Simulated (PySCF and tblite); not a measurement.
Values are calculated unless marked as measured or tabulated.
System: C4H5BF2S, numbered as in [CH3:1][C:2](=[S:3])/[CH:4]=[CH:5]/[B:6]([F:7])[F:8].

For the rotation about the B6–C5 bond (torsion F7–B6–C5–C4 from -180° to 0°, rising): electronic barrier 4.83 kcal/mol, zero-point change -0.32 kcal/mol, thermal and entropy terms at 298.15 K a further 0.53 kcal/mol (symmetry numbers apart). The minimum is Cs, the saddle Cs. Level: PBE0/pcSseg-1 + D3(BJ) on GFN2-xTB stationary points, with GFN2-xTB thermal terms. Rates follow Eyring's equation with the number of equivalent paths and no tunnelling. Programs: tblite and PySCF.

Problem. How many equivalent paths lead out of the minimum?

Solution. 2: the symmetry number of the minimum is 1, that of the saddle displaced along its mode 1, and the displaced saddle is chiral while the minimum is not, which doubles the count.

Problem. Work out the rate at 298.15 K.

Solution. ΔG‡ = 5.04 kcal/mol; k_B T/h = 6.2×10¹² s⁻¹; exp(−ΔG‡/RT) = 0.0002; times 2 gives k = 2.5×10⁹ s⁻¹. Wigner's tunnelling factor for the 69i cm⁻¹ mode would be 1.00.
